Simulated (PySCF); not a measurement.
C₆H₃FSi. Atoms are numbered in the order given.

```xyz
11

C     -2.5073    -1.4476     0.6950
C     -1.5002    -0.8661     0.3003
Si     0.0000     0.0000    -0.2748
F      0.0000     0.0000    -1.9104
C      1.5002    -0.8661     0.3003
C      2.5073    -1.4476     0.6950
C      0.0000     1.7323     0.3003
C      0.0000     2.8952     0.6950
H     -3.3958    -1.9606     1.0413
H      3.3958    -1.9606     1.0413
H      0.0000     3.9211     1.0413
```

Geometry optimised at PBE-D3(BJ)/def2-SVP.

Level of theory: PBE0/def2-TZVP run with PySCF.

Symmetry labels are those of the subgroup Cs that the program uses (full group C3v).

Computed valence orbital energies around the gap with their symmetry:
| orbital | symmetry | energy (eV) |
|---|---|---|
| HOMO−7 | A" | -11.49 |
| HOMO−6 | A' | -11.49 |
| HOMO−5 | A' | -9.02 |
| HOMO−4 | A' | -8.88 |
| HOMO−3 | A" | -8.88 |
| HOMO−2 | A" | -8.49 |
| HOMO−1 | A' | -8.49 |
| HOMO | A" | -8.34 |
| LUMO | A' | -1.60 |
| LUMO+1 | A' | -0.80 |
| LUMO+2 | A" | -0.80 |
| LUMO+3 | A" | 0.43 |
